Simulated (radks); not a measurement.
Task: The mean radii <r> (bohr) of the occupied orbitals of an atom or ion are listed with their occupations. Method: non-relativistic Kohn-Sham, PBE, spin-polarised, spherical densities, point nucleus; computed with a radial shooting solver on a logarithmic mesh with Libxc functionals.

| orbital | occ. | <r> |
|---|---|---|
| 1s up | 1 | 0.02665 |
| 1s down | 1 | 0.02665 |
| 2s up | 1 | 0.1142 |
| 2s down | 1 | 0.1142 |
| 2p up | 3 | 0.09711 |
| 2p down | 3 | 0.09711 |
| 3s up | 1 | 0.2997 |
| 3s down | 1 | 0.2997 |
| 3p up | 3 | 0.2897 |
| 3p down | 3 | 0.2897 |
| 3d up | 5 | 0.2604 |
| 3d down | 5 | 0.2604 |
| 4s up | 1 | 0.6828 |
| 4s down | 1 | 0.6824 |
| 4p up | 3 | 0.7041 |
| 4p down | 3 | 0.7033 |
| 4d up | 5 | 0.7594 |
| 4d down | 5 | 0.7565 |
| 5s up | 1 | 1.521 |
| 5s down | 1 | 1.518 |
| 5p up | 3 | 1.639 |

Name the element and its charge. Open shells, if any, are filled with parallel spins first.

Result: Z = 57, lanthanum, charge +6: La6+ in [Kr] 4d10 5s2 5p3. The 1s radius gives Z: for a bare nucleus <r> = 1.5/Z, 0.02632 bohr for Z = 57, and screening makes it slightly larger (0.02665 here). The occupations add up to 51, and the charge is Z minus that.
